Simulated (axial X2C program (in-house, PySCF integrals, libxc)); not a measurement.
## How the levels of BrVBr⁺ (d2 s0 p(π)0 orbitals) move with the bond length

Computed with an axial X2C code built on PySCF integrals: two-component X2C with atomic mean-field Coulomb and Gaunt terms, basis Br dyall-v3z, V dyall-v3z (cores contracted in-house). Orbitals come from Hartree–Fock averaged over the configuration V d2 s0 p(π)0; CI then distributes these electrons over the d, s, p(π) shells of V.

At Br–V–Br held linear, both bonds 2.301 Å:

```tsv
Ω	energy (cm⁻¹)	g∥	configuration
2	0	2.00	100% d2
0	416	0.00	100% d2
1	439	4.00	100% d2
3	571	6.00	100% d2
4	1142	10.00	100% d2
1	2904	0.01	100% d2
2	3036	4.03	100% d2
3	3180	8.00	100% d2
2	3561	5.97	100% d2
1	3726	1.99	100% d2
0	3910	0.00	100% d2
0	3927	0.00	100% d2
0	9678	0.00	100% d2
4	10222	8.00	100% d2
```

g∥ is the magnitude of 2⟨Lz + ge Sz⟩ for the +Ω component. The lowest 14 levels at most are listed.

At Br–V–Br held linear, both bonds 2.140 Å:

```json
{"Ω": "0", "energy (cm⁻¹)": "0", "g∥": "0.00", "configuration": "100% d2"}
{"Ω": "1", "energy (cm⁻¹)": "18", "g∥": "4.00", "configuration": "100% d2"}
{"Ω": "2", "energy (cm⁻¹)": "717", "g∥": "2.00", "configuration": "100% d2"}
{"Ω": "3", "energy (cm⁻¹)": "1316", "g∥": "6.00", "configuration": "100% d2"}
{"Ω": "4", "energy (cm⁻¹)": "1917", "g∥": "10.00", "configuration": "100% d2"}
{"Ω": "1", "energy (cm⁻¹)": "2100", "g∥": "0.00", "configuration": "100% d2"}
{"Ω": "2", "energy (cm⁻¹)": "2230", "g∥": "4.00", "configuration": "100% d2"}
{"Ω": "3", "energy (cm⁻¹)": "2364", "g∥": "8.00", "configuration": "100% d2"}
{"Ω": "2", "energy (cm⁻¹)": "4287", "g∥": "6.00", "configuration": "100% d2"}
{"Ω": "1", "energy (cm⁻¹)": "4484", "g∥": "2.00", "configuration": "100% d2"}
{"Ω": "0", "energy (cm⁻¹)": "4716", "g∥": "0.00", "configuration": "100% d2"}
{"Ω": "0", "energy (cm⁻¹)": "4726", "g∥": "0.00", "configuration": "100% d2"}
{"Ω": "0", "energy (cm⁻¹)": "9044", "g∥": "0.00", "configuration": "100% d2"}
{"Ω": "4", "energy (cm⁻¹)": "9061", "g∥": "8.00", "configuration": "100% d2"}
```

The lowest level lies 4664 cm⁻¹ above the lowest at the first distance.

How does the gap from the lowest to the fifth level change between the two distances?

From 1142 to 1917 cm⁻¹, a factor of 1.68.

There is no dynamic correlation: spin–orbit spacings and, for f shells, spacings inside one term are the most reliable numbers, splittings between terms come out too wide, and energies between configurations are not reliable, so the lowest level need not be the ground state of the molecule. For d shells the ligand-field splittings (σ, π, δ) and their order can be off by a thousand cm⁻¹ or more. At most 6 roots were kept for each Ω > 0 (twice that for Ω = 0) within 3.2 eV of the lowest, so higher up levels can be missing between those listed; levels with Ω > 0 are doubly degenerate and listed once, Ω = 0 levels singly. Some active spinors are only partly of the character that their shell is named for, so the shell names and counts are nominal. States that fill the shells left empty in the average are placed too high. The molecule was held linear; bending was not examined.
